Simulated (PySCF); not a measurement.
GaCl₂, SMILES [Cl][Ga+][Cl], charge +1. Atoms are numbered in the order given.

```xyz
3

Ga     0.0000     0.0000     0.0000
Cl     0.0000     0.0000    -2.0233
Cl     0.0000     0.0000     2.0233
```
Charge +1, spin multiplicity 1.

The structure is a stationary point at PBE0-D3(BJ)/def2-TZVP. The multiplicity is an assumed one; other spin states were not compared. The isomer is the one that the SMILES or the coordinates give; other isomers of the formula were not compared.

Calculation: B3LYP/def2-TZVPD (PySCF).

Mulliken values depend strongly on the basis, most of all with diffuse functions as here. ESP charges are fitted to the potential on shells at 1.4 to 2.0 van der Waals radii. Atomic charges (e):

```json
[
 {"atom": "Ga1", "Mulliken": "1.00", "ESP fit": "___", "IAO": "1.07"},
 {"atom": "Cl2", "Mulliken": "0.00", "ESP fit": "___", "IAO": "-0.03"},
 {"atom": "Cl3", "Mulliken": "0.00", "ESP fit": "___", "IAO": "-0.03"}
]
```

Q: Some entries are withheld; supply them. (Estimate from the structure and the level; the computed values follow.)

A: 
- Ga1, ESP fit: 0.71
- Cl2, ESP fit: 0.14
- Cl3, ESP fit: 0.14
